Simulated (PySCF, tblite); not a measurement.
Isomers of C7H13N. Level: GFN2-xTB in tblite, geometry and Hessian alike; calculated harmonic values, unscaled, isolated species. Errors from tens to a few hundred cm⁻¹ against measured bands are possible. One conformer each.

Electronic energies: PBE0/pcSseg-1 single points on the GFN2-xTB geometries (PySCF, gas phase).

```csv
SMILES,"electronic energy, lowest = 0 (kJ/mol)"
C=C[C@@H](C)C1CNC1,103.9
C1CCN(C2CC2)C1,47.2
C#C[C@H](CCC)NC,154.3
CCC(C)(C)C1=NC1,105.3
C[C@@H]1C=CC[C@@H]1CN,0.0
NC[C@H]1[C@@H]2CC[C@H]1C2,36.8
CCC[C@@H]1C=CCN1,14.9
C/N=C\CC=C(C)C,62.5
C/C=C(\C)C/C=N/C,45.5
```

**Question.** How do GFN2-xTB zero-point energies change the relative energies?

**Answer.** 
```tsv
SMILES	ZPE (kJ/mol)	of it from modes above 1550 cm⁻¹	electronic (kJ/mol)	with ZPE, lowest = 0 (kJ/mol)	lowest mode (cm⁻¹)	rings
C[C@@H]1C=CC[C@@H]1CN	491.5	257.0	0.0	0.0	78	1
CCC[C@@H]1C=CCN1	490.2	245.1	14.9	13.7	61	1
NC[C@H]1[C@@H]2CC[C@H]1C2	499.1	246.7	36.8	44.4	63	3
C/C=C(\C)C/C=N/C	477.6	253.3	45.5	31.7	20	0
C1CCN(C2CC2)C1	494.3	234.5	47.2	50.1	66	2
C/N=C\CC=C(C)C	478.6	254.4	62.5	49.6	11	0
C=C[C@@H](C)C1CNC1	487.0	245.8	103.9	99.4	58	1
CCC(C)(C)C1=NC1	483.9	246.9	105.3	97.7	39	1
C#C[C@H](CCC)NC	481.7	250.0	154.3	144.6	75	0
```

The zero-point energies span 21.5 kJ/mol, from `C/C=C(\C)C/C=N/C` to `NC[C@H]1[C@@H]2CC[C@H]1C2`. The lowest isomer stays, but the order above it changes.

**Question.** And how do the electronic energies of GFN2-xTB itself compare?

**Answer.** `C[C@@H]1C=CC[C@@H]1CN` 38.3; `CCC[C@@H]1C=CCN1` 28.4; `NC[C@H]1[C@@H]2CC[C@H]1C2` 25.8; `C/C=C(\C)C/C=N/C` 75.1; `C1CCN(C2CC2)C1` 0.0; `C/N=C\CC=C(C)C` 83.3; `C=C[C@@H](C)C1CNC1` 106.3; `CCC(C)(C)C1=NC1` 129.8; `C#C[C@H](CCC)NC` 161.7 kJ/mol, lowest = 0. Against the energies above, taken from the same isomer `C[C@@H]1C=CC[C@@H]1CN`, the largest difference is 85.5 kJ/mol.

**Question.** What do entropy and thermal enthalpy add at 298.15 K and 1 bar (rigid rotor, harmonic oscillator, one conformer each)?

**Answer.** 
```json
{"SMILES": "C[C@@H]1C=CC[C@@H]1CN", "point group": "C1", "symmetry number": "1", "S (J/(mol K))": "373.7", "H − H(0) (kJ/mol)": "24.98", "ZPE + H − H(0) − TS (kJ/mol)": "405.0"}
{"SMILES": "CCC[C@@H]1C=CCN1", "point group": "C1", "symmetry number": "1", "S (J/(mol K))": "384.3", "H − H(0) (kJ/mol)": "25.35", "ZPE + H − H(0) − TS (kJ/mol)": "401.0"}
{"SMILES": "NC[C@H]1[C@@H]2CC[C@H]1C2", "point group": "C1", "symmetry number": "1", "S (J/(mol K))": "352.8", "H − H(0) (kJ/mol)": "21.79", "ZPE + H − H(0) − TS (kJ/mol)": "415.7"}
{"SMILES": "C=C[C@@H](C)C1CNC1", "point group": "C1", "symmetry number": "1", "S (J/(mol K))": "389.7", "H − H(0) (kJ/mol)": "26.22", "ZPE + H − H(0) − TS (kJ/mol)": "397.0"}
{"SMILES": "CCC(C)(C)C1=NC1", "point group": "C1", "symmetry number": "1", "S (J/(mol K))": "406.6", "H − H(0) (kJ/mol)": "28.96", "ZPE + H − H(0) − TS (kJ/mol)": "391.6"}
{"SMILES": "C#C[C@H](CCC)NC", "point group": "C1", "symmetry number": "1", "S (J/(mol K))": "415.1", "H − H(0) (kJ/mol)": "29.86", "ZPE + H − H(0) − TS (kJ/mol)": "387.9"}
```

Not tabulated: `C/C=C(\C)C/C=N/C` (lowest mode only 20 cm⁻¹); `C1CCN(C2CC2)C1` (point group not settled); `C/N=C\CC=C(C)C` (lowest mode only 11 cm⁻¹).
